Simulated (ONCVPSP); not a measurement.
# Cutoff test, cobalt (Co), ONCV

| Property | Result |
| --- | --- |
| Element | Co |
| Generator | ONCVPSP 4.0.1 |
| Type | optimised norm-conserving Vanderbilt (ONCV) |
| Functional | PBE |
| Relativity | scalar-relativistic |
| Frozen core | [Ar] |
| Valence charge | 9 |
| Reference configuration | 3d7 4s2 |
| Partial waves | 4s: rc 1.90 bohr, ncon 3, nbas 8, qcut 3.3 1/bohr, 2 projectors, debl 2.8 Ha; p scattering state at 0.13 Ha: rc 2.05 bohr, ncon 5, nbas 9, qcut 3.2 1/bohr, 3 projectors, debl 3.4 Ha; 3d: rc 1.05 bohr, ncon 4, nbas 8, qcut 13.6 1/bohr, 2 projectors, debl 1.9 Ha |
| Local potential | polynomial inside 1.05 bohr (lpopt 4, dvloc0 0 Ha) |
| Core correction | Teter function, fcfact 4.75, rcfact 1.55 |

**Question.** For each optimised wave give the share of its norm inside rc, the residual kinetic energy above qcut (Ha) and the cutoffs (Ha) for errors of 10, 1, 0.1 and 0.01 mHa per electron.

**Answer.**

| wave | norm inside rc | residual KE | 10 mHa | 1 mHa | 0.1 mHa | 0.01 mHa |
| --- | --- | --- | --- | --- | --- | --- |
| 4s | 0.184 | 3.2e-04 | 2.9 | 4.7 | 9.3 | 41.8 |
| s projector 2 | 0.123 | 3.5e-02 | 6.8 | 13.3 | 39.5 | 92.3 |
| p projector 1 | 0.235 | 1.1e-03 | 1.6 | 6.9 | 55.4 | 63.8 |
| p projector 2 | 0.148 | 9.7e-02 | 48.1 | 77.0 | 85.1 | 101.0 |
| p projector 3 | 0.150 | 1.0e+00 | 57.5 | 97.3 | 106.9 | 126.5 |
| 3d | 0.596 | 3.2e-05 | 65.3 | 77.5 | 87.3 | 159.1 |
| d projector 2 | 0.133 | 4.1e-05 | 63.7 | 77.7 | 88.4 | 121.5 |

The occupied waves need 78 Ha and 87 Ha for 1 and 0.1 mHa. Note: ghosts flagged at negative energy: p at -25.6 eV, p at -0.01 eV; GHOST(+) flagged for s at 30.2 eV. A true bound ghost makes a file unfit for plane-wave use. Its largest configuration-test error is -435 meV.
